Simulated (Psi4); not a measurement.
BrCs, charge -1, doublet, at the geometry of the source list (a state made from the parent by changing its charge; the spin is typed, not shown lowest) (core potentials on Cs) (a gas-phase anion, which may not be bound at this level), atoms displaced at random by about 0.03 Å a coordinate; HF/def2-SVP, gradient in Psi4.

Input for Psi4:
```
memory 2 GB

molecule {
-1 2
  Cs   -1.03963163   -0.73086188   -0.83073593
  Br    0.90961815    0.73897065    0.91996514
symmetry c1
no_reorient
no_com
}

set basis def2-svp
set reference uhf

gradient('scf')
print_variables()
```

The log (banner, timings and long lists left out):

```
gradient() will perform analytic gradient computation.

   => Loading Basis Set <=

    Name: DEF2-SVP
    Role: ORBITAL
    Keyword: BASIS

    !!!  WARNING: ECP capability is in beta. Please check occupations closely.  !!!

         ---------------------------------------------------------
                                   SCF
               by Justin Turney, Rob Parrish, Andy Simmonett
                          and Daniel G. A. Smith
                              UHF Reference
         ---------------------------------------------------------

  ==> Geometry <==

    Molecular point group: c1
    Full point group: C1

    Geometry (in Angstrom), charge = -1, multiplicity = 2:

       Center              X                  Y                   Z               Mass
    ------------   -----------------  -----------------  -----------------  -----------------
         CS          -1.039631630000    -0.730861880000    -0.830735930000   132.905451961000
         BR           0.909618150000     0.738970650000     0.919965140000    78.918337600000

  Running in c1 symmetry.

  Rotational constants: A =     14.18373  B =      0.03509  C =      0.03501 [cm^-1]
  Rotational constants: A = 425217.44611  B =   1052.08769  C =   1049.49100 [MHz]
  Nuclear repulsion =   55.486790719345727

  Charge       = -1
  Multiplicity = 2
  Electrons    = 45
  Nalpha       = 23
  Nbeta        = 22

  ==> Algorithm <==

  SCF Algorithm Type is DF.
  DIIS enabled.
  MOM disabled.
  Fractional occupation disabled.
  Guess Type is SAD.
  Energy threshold   = 1.00e-08
  Density threshold  = 1.00e-08
  Integral threshold = 1.00e-12

  ==> Primary Basis <==

  Basis Set: DEF2-SVP
    Blend: DEF2-SVP
    Number of shells: 22
    Number of basis functions: 56
    Number of Cartesian functions: 61
    Spherical Harmonics?: true
    Max angular momentum: 2

  Core potential: DEF2-SVP
    Number of shells: 4
    Number of ECP primitives: 10
    Number of ECP core electrons: 46
    Max angular momentum: 3

   => Loading Basis Set <=

    Name: (DEF2-SVP AUX)
    Role: JKFIT
    Keyword: DF_BASIS_SCF

  ==> Integral Setup <==

  SCF_SUBTYPE=INCORE selected. In-core MEM_DF algorithm will be used.
  Using in-core AOs.

  ==> MemDFJK: Density-Fitted J/K Matrices <==

    J tasked:                   Yes
    K tasked:                   Yes
    wK tasked:                   No
    Algorithm:                 Core
    Schwarz Cutoff:           1E-12
    Mask sparsity (%):       0.6378
    Fitting Condition:        1E-10

   => Auxiliary Basis Set <=

  Basis Set: (DEF2-SVP AUX)
    Blend: DEF2-UNIVERSAL-JKFIT
    Number of shells: 94
    Number of basis functions: 396
    Number of Cartesian functions: 542
    Spherical Harmonics?: true
    Max angular momentum: 5

  Minimum eigenvalue in the overlap matrix is 2.9640065868E-02.
  Reciprocal condition number of the overlap matrix is 9.1540759144E-03.
    Using symmetric orthogonalization.

  ==> Pre-Iterations <==

  SCF Guess: Superposition of Atomic Densities via on-the-fly atomic UHF (no occupation information).

   -------------------------
    Irrep   Nso     Nmo
   -------------------------
     A         56      56
   -------------------------
    Total      56      56
   -------------------------

  ==> Iterations <==

                           Total Energy        Delta E     RMS |[F,P]|

   @DF-UHF iter SAD: -2589.60091894751804   -2.58960e+03   0.00000e+00
   @DF-UHF iter   1: -2591.74876834957149   -2.14785e+00   2.02589e-02 ADIIS/DIIS
   @DF-UHF iter   2: -2591.97683855527293   -2.28070e-01   1.16684e-02 ADIIS/DIIS
   @DF-UHF iter   3: -2592.04987874264862   -7.30402e-02   6.71135e-04 ADIIS/DIIS
   @DF-UHF iter   4: -2592.05302145842825   -3.14272e-03   2.04845e-04 ADIIS/DIIS
   @DF-UHF iter   5: -2592.05438615776984   -1.36470e-03   9.26058e-05 DIIS
   @DF-UHF iter   6: -2592.05470266874090   -3.16511e-04   3.14799e-05 DIIS
   @DF-UHF iter   7: -2592.05473869146363   -3.60227e-05   1.29536e-05 DIIS
   @DF-UHF iter   8: -2592.05474470293666   -6.01147e-06   4.61971e-06 DIIS
   @DF-UHF iter   9: -2592.05474544202571   -7.39089e-07   1.28781e-06 DIIS
   @DF-UHF iter  10: -2592.05474548860047   -4.65748e-08   2.26009e-07 DIIS
   @DF-UHF iter  11: -2592.05474548970187   -1.10140e-09   3.62977e-08 DIIS
   @DF-UHF iter  12: -2592.05474548971188   -1.00044e-11   1.07212e-08 DIIS
   @DF-UHF iter  13: -2592.05474548971370   -1.81899e-12   3.15180e-09 DIIS
  Energy and wave function converged.

  ==> Post-Iterations <==

   @Spin Contamination Metric:   1.587213605E-04
   @S^2 Expected:                7.500000000E-01
   @S^2 Observed:                7.501587214E-01
   @S   Expected:                5.000000000E-01
   @S   Observed:                5.000000000E-01

    Orbital Energies [Eh]
    ---------------------

    Alpha Occupied:

[...]
    Alpha Virtual:

[...]
    Beta Occupied:

[...]
      22A     -0.207418

    Beta Virtual:

[...]
      56A     20.197299

    Final Occupation by Irrep:
              A
    DOCC [    22 ]
    SOCC [     1 ]
    NA   [    23 ]
    NB   [    22 ]

  @DF-UHF Final Energy: -2592.05474548971370

   => Energetics <=

    Nuclear Repulsion Energy =             55.4867907193457270
    One-Electron Energy =               -3736.0009952610266737
    Two-Electron Energy =                1088.4594590519673147
    Total Energy =                      -2592.0547454897136959

  UHF NO Occupations:
  HONO-2 :   21  A 1.9999818
  HONO-1 :   22  A 1.9999679
  HONO-0 :   23  A 1.0000000
  LUNO+0 :   24  A 0.0000321
  LUNO+1 :   25  A 0.0000182
  LUNO+2 :   26  A 0.0000182
  LUNO+3 :   27  A 0.0000036

Computation Completed

Properties will be evaluated at   0.000000,   0.000000,   0.000000 [a0]

Properties computed using the SCF density matrix

 Multipole Moments:

 ------------------------------------------------------------------------------------
     Multipole            Electronic (a.u.)      Nuclear  (a.u.)        Total (a.u.)
 ------------------------------------------------------------------------------------

 L = 1.  Multiply by 2.5417464519 to convert [e a0] to [Debye]
 Dipole X            :        -40.8778035           42.4809499            1.6031464
 Dipole Y            :        -35.3371057           36.4456659            1.1085602
 Dipole Z            :        -45.4728950           46.7181051            1.2452100
 Magnitude           :                                                    2.3129056

 ------------------------------------------------------------------------------------

         ------------------------------------------------------------
                                   SCF GRAD
                          Rob Parrish, Justin Turney,
                       Andy Simmonett, and Alex Sokolov
         ------------------------------------------------------------

  ==> Geometry <==

    Molecular point group: c1
    Full point group: C1

    Geometry (in Angstrom), charge = -1, multiplicity = 2:

       Center              X                  Y                   Z               Mass
    ------------   -----------------  -----------------  -----------------  -----------------
         CS          -1.039631630000    -0.730861880000    -0.830735930000   132.905451961000
         BR           0.909618150000     0.738970650000     0.919965140000    78.918337600000

  Nuclear repulsion =   55.486790719345727

  ==> Basis Set <==

  Basis Set: DEF2-SVP
    Blend: DEF2-SVP
    Number of shells: 22
    Number of basis functions: 56
    Number of Cartesian functions: 61
    Spherical Harmonics?: true
    Max angular momentum: 2

  Core potential: DEF2-SVP
    Number of shells: 4
    Number of ECP primitives: 10
    Number of ECP core electrons: 46
    Max angular momentum: 3

  ==> DFJKGrad: Density-Fitted SCF Gradients <==

    Gradient:                    1
    J tasked:                  Yes
    K tasked:                  Yes
    wK tasked:                  No
    Integrals threads:           1
    Schwarz Cutoff:          1E-12
    Fitting Condition:       1E-10

   => Auxiliary Basis Set <=

  Basis Set: (DEF2-SVP AUX)
    Blend: DEF2-UNIVERSAL-JKFIT
    Number of shells: 94
    Number of basis functions: 396
    Number of Cartesian functions: 542
    Spherical Harmonics?: true
    Max angular momentum: 5

  -Total Gradient:
     Atom            X                  Y                   Z
    ------   -----------------  -----------------  -----------------
       1        0.020224937163     0.015250621462     0.018164844493
       2       -0.020224937019    -0.015250621307    -0.018164844226

  Variable Map:
  ----------------------------------------------------------------------------
[...]
  Array Variable Map:
  ----------------------------------------------------------------------------
[...]
[...]
```
